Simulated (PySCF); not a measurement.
B(F)(H)(SeH) (BFH2Se), SMILES FB[SeH]. The structure is a stationary point at B3LYP-D3(BJ)/def2-TZVP. Other conformers were not sampled.

Calculation: B3LYP-D3(BJ)/def2-TZVP run with PySCF.

Harmonic wavenumbers (cm⁻¹): 285, 378, 633, 770, 809, 1090, 1292, 2417, 2660. Rotational constants (GHz): 47.78, 3.599, 3.347; symmetry number 1.

Question: Work out the zero-point energy and the ideal-gas rigid-rotor harmonic-oscillator thermochemistry at 298.15 K and 1 atm.

Answer: ZPE = ½ Σ hcν = ½ × 10333 cm⁻¹ = 61.81 kJ/mol. H − E(el) = 74.65 kJ/mol. Entropy in J/(mol K): translation 167.46, rotation 99.74, vibration 14.54, total 281.73. G − E(el) = -9.35 kJ/mol. Cp = 58.21 J/(mol K).
